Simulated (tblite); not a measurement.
Run record: tight-binding relaxation, `[S]([C@H]([CH2][GeH3])C#CC)[AlH2]`.

Computed with GFN2-xTB geometry optimisation, gas phase (tblite 0.8.0). Start geometry: from a force field or distance geometry. The command runs a driver script over a list of jobs; the input below is this job's line of settings and its coordinates in Å.

Command:
```bash
OMP_NUM_THREADS=1 python probes_run.py task.json out
```

Input:
```
{"job": {"kind": "relax", "xc": "GFN2-xTB", "basis": "xTB"}, "charge": 0, "multiplicity": 1}
C      3.288800     0.428300     0.666000
C      2.033900     0.289200    -0.125400
C      1.033700     0.143100    -0.746400
C     -0.239000    -0.011000    -1.519100
C     -0.959800    -1.258100    -1.099200
Ge    -1.461900    -1.377400     0.738800
S     -1.207900     1.472500    -1.504200
Al    -1.976200     2.147500     0.490900
H      4.150600    -0.066400     0.168300
H      3.145000     0.061300     1.706100
H      3.522500     1.512300     0.719300
H      0.042300    -0.207200    -2.607000
H     -0.261400    -2.113700    -1.316800
H     -1.876400    -1.373200    -1.752600
H     -0.587500    -0.455400     1.659100
H     -2.963100    -1.105100     0.905300
H     -1.235300    -2.858900     1.193100
H     -2.399400     1.087400     1.587100
H     -2.058600     3.694100     0.829100
```

Output:
```
step      E/eV     max force
  0    -611.87845    2.926
  1    -611.97659    6.293
  2    -612.25196    0.955
  3    -612.29704    0.540
  4    -612.34859    0.449
  5    -612.36974    0.371
  6    -612.39542    0.388
  7    -612.40857    0.276
  8    -612.41853    0.261
  9    -612.42755    0.244
... (200 lines left out)
210    -612.94208    0.019
211    -612.94213    0.029
212    -612.94219    0.023
213    -612.94225    0.016
214    -612.94229    0.015
215    -612.94235    0.012
216    -612.94239    0.012
217    -612.94241    0.010
218    -612.94242    0.014
219    -612.94243    0.006
```

«max force» is the largest atomic force in eV/Å.

From which step on does the largest force stay under 0.1 eV/Å, and how much energy is left to gain from there?

From step 202 (0.058 eV/Å), 1.5 meV above the end.

In short: energy lowered by 24.5 kcal/mol over 219 steps; largest atomic force 0.006 eV/Å at the end.

Time: 7.7 s wall. Hardware: Intel Xeon at 2.50 GHz, one thread, no GPU, shared host.
Labels such as C1 count atoms from 1, the log's own numbers from 0.
